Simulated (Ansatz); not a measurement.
`O[SiH2][O][GeH2][OH]` + `[OH]`• → `O[SiH][O][GeH2][OH]`• + H₂O  (hydrogen abstraction from the Si–H bond)

Gas-phase electronic energies from Ansatz, PBE0-D4/def2-TZVP geometries. CBS: MP2 limit from def2 TZ/QZ plus the TZ coupled-cluster correction, frozen cores. This one scheme is used for every species. Open shells (•) are unrestricted, without spin–orbit coupling. For Ge outer-core shells are correlated without core-valence functions, which leaves a few kJ/mol of doubt a bond. Scalar relativity is left out up to krypton. One conformer a species, not always the lowest.

```json
{"species": "`O[SiH2][O][GeH2][OH]`", "MP2/def2-QZVPP energy (Eh)": "-2594.15015"}
{"species": "`[OH]`•", "MP2/def2-QZVPP energy (Eh)": "-75.64446"}
{"species": "`O[SiH][O][GeH2][OH]`•", "MP2/def2-QZVPP energy (Eh)": "-2593.49736"}
{"species": "H₂O", "MP2/def2-QZVPP energy (Eh)": "-76.34932"}
```

**Question.** Work out ΔE.

**Answer.** ΔE = (-2593.49736) + (-76.34932) − (-2594.15015) − (-75.64446) = -0.05207 Eh = -1.42 eV. CCSD(T)/CBS gives -1.20 eV.

Largest T1 diagnostic among the species: 0.014.

In def2-TZVPP, CCSD(T) changes the Hartree–Fock value by −0.78 eV (the triples alone add −0.08 eV) and MP2 by −1.04 eV. The D4 term adds −0.04 eV with B3LYP and −0.02 eV with PBE0; it sums over pairs of atoms, weighted by their polarisabilities, and B3LYP, whose exchange is more repulsive, gets the larger term.

B3LYP here is the variant with VWN-RPA as its local correlation; programs differ in this.
